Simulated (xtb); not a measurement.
xtb input:

```bash
xtb mol.xyz --gfn 2 --sp --chrg 0 --uhf 0
```
mol.xyz:
```
11

C     -0.95874596     0.74429262    -0.19650837
C      0.31886765     1.15752151    -0.14592291
C      1.20753026    -0.02453827     0.11022904
C      0.24029220    -1.16888422     0.19696565
C     -1.00767397    -0.70433293     0.01700432
H     -1.82484590     1.36799665    -0.36670979
H      0.67781162     2.16848402    -0.26627188
H      1.78868017     0.09183962     1.03299620
H      1.94092260    -0.16762902    -0.69254053
H      0.53049914    -2.19303815     0.37657217
H     -1.91468873    -1.29200543     0.02534749
```

### Question
Which total energy does the run end on?

### Answer
-13.71378 Eh (GFN2-xTB).
